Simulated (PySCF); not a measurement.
Species: C6H13OP.
Numbering: `[CH3:1][C@@H:2]1[CH2:3][C@@H:4]([CH3:5])[P@H:6](=[O:7])[CH2:8]1`

Geometry (PBE0-D3(BJ)/def2-SVP, Å), atoms numbered from 1 in this order:
```
atom  x, y, z in Å
C1     2.1135   -1.0462    0.6698
C2     1.3993    0.1735    0.0947
C3     0.0745    0.4769    0.8134
C4    -0.9687   -0.5770    0.4190
C5    -2.4158   -0.1313    0.5574
P6    -0.4833   -1.1089   -1.2861
O7    -0.3092   -2.5802   -1.5029
C8     1.0161   -0.0514   -1.3764
H9     1.5379   -1.9711    0.5039
H10    2.2850   -0.9343    1.7514
H11    3.0911   -1.1884    0.1847
H12    2.0657    1.0480    0.1789
H13    0.2059    0.5211    1.9067
H14   -0.2845    1.4723    0.4971
H15   -0.8152   -1.4990    1.0056
H16   -2.6429    0.1443    1.5994
H17   -3.1145   -0.9301    0.2655
H18   -2.6273    0.7497   -0.0702
H19   -1.4361   -0.4774   -2.1483
H20    1.7942   -0.5523   -1.9708
H21    0.7564    0.8996   -1.8696
```

Definitions: NICS(0) = −σiso at the ring centroid; NICS(1) = −σiso and NICS(1)zz = −σzz at ±1 Å along the ring normal z. Level: GIAO PBE0/pcSseg-1 (PySCF, non-relativistic, gas phase) on the PBE0-D3(BJ)/def2-SVP geometry, one conformer.

Ring bond lengths (Å), with Mayer bond orders in brackets: C2–C3 1.537 (1.01), C3–C4 1.534 (0.95), C4–P6 1.851 (0.86), P6–C8 1.837 (0.90), C8–C2 1.537 (0.99).

Task: Give the NICS values of each ring in ppm.

Result: 
```json
{"ring": "C2–C3–C4–P6–C8", "type": "5-membered ring with P; formal bonds all single", "NICS(0)": "-5.2", "NICS(1), two faces": "-4.7 / -3.2", "NICS(1)zz, two faces": "-3.6 / -4.0", "rms pucker (Å)": "0.20", "centre to ring atoms, mean (Å)": "1.38"}
```

Task: What can be read from them?

Result: 
- C2–C3–C4–P6–C8: mean NICS(1)zz -3.8 ppm, shielded. C2, C3, C4, P6, C8 have four or more neighbours, and the NICS criterion for π rings isn't applied. A hydrogen on C1, outside the ring, lies only 1.36 Å from a NICS(1) probe, which then mostly feels that atom.

Task: How do the values depend on the level or the medium?

Result: 
```csv
level,"NICS(0), C2–C3–C4–P6–C8","mean NICS(1)zz, C2–C3–C4–P6–C8"
"PBE0/pcSseg-1, gas",-5.2,-3.8
"wB97X-D/pcSseg-1, gas",-5.1,-3.7
"PBE0/pcSseg-1, IEF-PCM benzene",-5.2,-3.8
"PBE0/pcSseg-1, IEF-PCM water",-5.3,-3.9
```

The geometry is the same throughout; the continuum's cavity takes Bondi-type radii × 1.2.
